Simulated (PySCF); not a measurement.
Species: C₅H₇BN₂O₂.
Structure used (PBE0-D3(BJ)/def2-SVP), in Å, numbered top down from 1:
```xyz
17
C5H7BN2O2 angstrom
N     -3.1670   -0.0036   -0.2606
C     -1.8044   -0.0427   -0.1192
C     -1.0196   -1.0572   -0.6898
C      0.3594   -1.0122   -0.5415
C      0.9543    0.0352    0.1701
B      2.4925    0.2235    0.4297
O      2.8727    1.3155    1.1388
O      3.3969   -0.6770   -0.0387
N      0.1944    1.0060    0.7144
C     -1.1175    0.9738    0.5797
H     -3.6876    0.6062    0.3547
H     -3.6433   -0.8577   -0.5136
H     -1.4979   -1.8682   -1.2467
H      0.9901   -1.7910   -0.9764
H      2.0503    1.7903    1.3565
H      4.2963   -0.4264    0.1973
H     -1.6899    1.7890    1.0418
```

Method used: PySCF 2.14.0, PBE0-D3(BJ)/def2-SVP geometry optimisation, gas phase.

Take the most abundant isotopes and a rigid rotor. The values belong to one conformer with, in the numbering `[NH2:1][c:2]1[cH:3][cH:4][c:5]([B:6]([OH:7])[OH:8])[n:9][cH:10]1`, C5–B6–O7–H 0°, C5–B6–O8–H 180°.

Question: What are A, B and C (MHz)?

Answer: Ia = 136.35, Ib = 653.01, Ic = 789.12 u·Å²; 505379 MHz·u·Å²/I gives A = 3706, B = 773.9, C = 640.4 MHz.

Question: What kind of rotor is it?

Answer: A near-prolate asymmetric top. Ray's parameter κ = (2B − A − C)/(A − C) = -0.913; −1 is the prolate and +1 the oblate limit.

Question: Is it planar, by Δ = Ic − Ia − Ib?

Answer: Not planar: Δ = Ic − Ia − Ib = -0.24 u·Å². For a rigid frame Δ = −2 Σ m c², so Σ m c² = 0.12 u·Å² lies off the ab plane: 0.10 from hydrogen and 0.02 from heavier atoms. The atom farthest from that plane is 0.24 Å away.

Question: Give the other two planar moments, Paa and Pbb, and the rms extents of the mass along the axes.

Answer: Paa = Σ m a² = (Ib + Ic − Ia)/2 = 652.89 and Pbb = Σ m b² = (Ia + Ic − Ib)/2 = 136.23 u·Å². With the mass M = 138.06 u, the rms extents √(P/M) along a, b and c are 2.17, 0.99, 0.03 Å.

Question: List the rotational levels J(Ka,Kc) to J = 3 (MHz).

Answer: Above 0(0,0):
J = 1: 1(0,1) 1414, 1(1,1) 4347, 1(1,0) 4480
J = 2: 2(0,2) 4239, 2(1,2) 7042, 2(1,1) 7442, 2(2,1) 16240, 2(2,0) 16244
J = 3: 3(0,3) 8464, 3(1,3) 11082, 3(1,2) 11883, 3(2,2) 20483, 3(2,1) 20505, 3(3,1) 35481, 3(3,0) 35482
Those of J = 1 are B + C, A + C and A + B.

Question: Predict some low-J microwave lines.

Answer: The dipole components are |μa| = 4.00 D, |μb| = 0.57 D, |μc| = 0.73 D. Intensities carry the squares of the components, which stand as 1.00 : 0.02 : 0.03 (a : b : c). Some lines, for components of 0.1 D or more:

```tsv
type	branch	J(Ka,Kc)	MHz	lower level (cm⁻¹)
a	Q	4(1,3) ← 4(1,4)	1334	0.549
b	R	3(0,3) ← 2(1,2)	1422	0.235
c	Q	2(1,2) ← 2(0,2)	2803	0.141
a	R	2(0,2) ← 1(0,1)	2824	0.047
c	Q	1(1,1) ← 1(0,1)	2932	0.047
b	R	4(0,4) ← 3(1,3)	2995	0.370
b	Q	2(1,1) ← 2(0,2)	3204	0.141
a	R	3(1,3) ← 2(1,2)	4040	0.235
a	R	3(0,3) ← 2(0,2)	4225	0.141
a	R	3(2,1) ← 2(2,0)	4261	0.542
a	R	4(1,4) ← 3(1,3)	5382	0.370
a	R	4(3,2) ← 3(3,1)	5666	1.184
a	R	4(2,2) ← 3(2,1)	5698	0.684
c	R	3(1,2) ← 2(0,2)	7644	0.141
c	Q	3(2,2) ← 3(1,2)	8600	0.396
b	Q	2(2,0) ← 2(1,1)	8802	0.248
c	R	2(2,1) ← 1(1,1)	11893	0.145
b	R	2(2,0) ← 1(1,1)	11897	0.145
c	R	3(2,1) ← 2(1,1)	13063	0.248
b	Q	4(3,2) ← 4(2,3)	15011	0.872
c	R	3(3,0) ← 2(2,0)	19237	0.542
c	R	3(3,1) ← 2(2,1)	19242	0.542
b	R	3(3,0) ← 2(2,1)	19242	0.542
b	R	4(3,2) ← 3(2,1)	20642	0.684
b	Q	4(4,1) ← 4(3,2)	20986	1.373
c	R	4(4,0) ← 3(3,0)	26652	1.184
c	R	4(4,1) ← 3(3,1)	26652	1.184
```

Stationary, but not proved a minimum. Zero-point vibration and centrifugal distortion are left out. A rigid rotor knows nothing of inversion at nitrogen, which can split or shift real lines. Quadrupole hyperfine structure (11B, 14N) is left out.
